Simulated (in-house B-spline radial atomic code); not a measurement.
C⁻. Computed with a B-spline radial atomic code. Model: all-electron spherical atom, spin shells full or empty, radial basis limit, no spin-orbit coupling: exact exchange with a local potential (Slater, KLI or optimised effective potential, whose far tail is KLI's), no correlation.

Anion configuration assumed.

Exchange potential has not reached -1/r at the last radius.

The run also made RPA and GW results, which its time includes.

The Slater potential averages the orbital exchange potentials with the orbital densities as weights, KLI adds orbital constants, and the optimised effective potential minimises the exact-exchange energy among local potentials. So their energies lie above Hartree-Fock in the order OEP, KLI, Slater. All fall off as −1/r, unlike LDA and GGA exchange.

Command:
```bash
python run_gw.py task.json out
```
Settings (nuclear radius in fm, other lengths in bohr, energies in hartree):
```
Z                      6
electrons              7
configuration          [He] 2s2 2p3
hamiltonian            x2c
method                 oep
lmax                   9
rms_radius             2.4702
spin_polarised         True
box_radius             60
intervals              114
```

Cost of the run: 9.4 s on 1 thread of Arm Neoverse N1, with other jobs on the host.

Given: hamiltonian one-electron scalar X2C; mean-field start exchange-only OEP.

Computed: energy above Hartree-Fock 1.1486 millihartree.

```
radius (bohr)  r times exchange potential up (hartree bohr)  r times exchange potential down (hartree bohr)
      0.00833                                     -0.038519                                       -0.039904
       0.0101                                     -0.046665                                       -0.048342
       0.0123                                     -0.056759                                       -0.058798
       0.0149                                     -0.068634                                         -0.0711
       0.0181                                     -0.083161                                        -0.08615
        0.022                                       -0.1007                                        -0.10433
       0.0267                                      -0.12157                                        -0.12595
       0.0324                                      -0.14643                                        -0.15173
       0.0393                                      -0.17577                                        -0.18216
       0.0478                                      -0.21064                                        -0.21835
        0.058                                      -0.25046                                        -0.25974
       0.0704                                      -0.29568                                        -0.30683
       0.0855                                      -0.34582                                        -0.35917
        0.104                                      -0.39975                                        -0.41576
        0.126                                      -0.45346                                        -0.47253
        0.153                                      -0.50484                                        -0.52771
        0.186                                      -0.54822                                        -0.57613
        0.225                                      -0.57594                                        -0.61105
        0.274                                      -0.58034                                        -0.62861
        0.332                                      -0.54842                                        -0.62087
        0.403                                      -0.46939                                        -0.57527
         0.49                                       -0.3884                                        -0.46272
        0.595                                      -0.45596                                        -0.31754
        0.722                                      -0.63593                                        -0.40414
        0.877                                       -0.7907                                        -0.58975
         1.06                                      -0.92087                                        -0.69214
         1.29                                             ?                                               ?
         1.57                                       -1.1546                                        -0.84903
          1.9                                       -1.2242                                        -0.90841
         2.31                                       -1.2543                                        -0.95123
         2.81                                             ?                                               ?
         3.41                                       -1.2112                                        -0.99092
         4.14                                       -1.1636                                        -0.99695
         5.02                                       -1.1164                                        -0.99917
          6.1                                       -1.0773                                        -0.99983
          7.4                                       -1.0496                                        -0.99997
         8.99                                       -1.0316                                              -1
```

Question: What belongs in the row 1.29?

Answer: r times exchange potential up (hartree bohr): -1.0479; r times exchange potential down (hartree bohr): -0.7741.

Question: What belongs in the row 2.81?

Answer: r times exchange potential up (hartree bohr): -1.2461; r times exchange potential down (hartree bohr): -0.97739.

```
occupied  level (hartree)  Hartree-Fock level (hartree)
   1s up          -9.8066                       -10.979
 1s down          -9.9549                       -10.931
   2s up                ?                             ?
 2s down         -0.21316                      -0.21346
   2p up        -0.077751                     -0.077993
```

Question: What belongs in the row 2s up?

Answer: level (hartree): -0.38496; Hartree-Fock level (hartree): -0.52602.

The highest level, 2p up, differs from Hartree-Fock by +0.0066 eV and the deepest, 1s down, by +26.6 eV: a local potential can match the highest level but can't give each shell its own exchange.
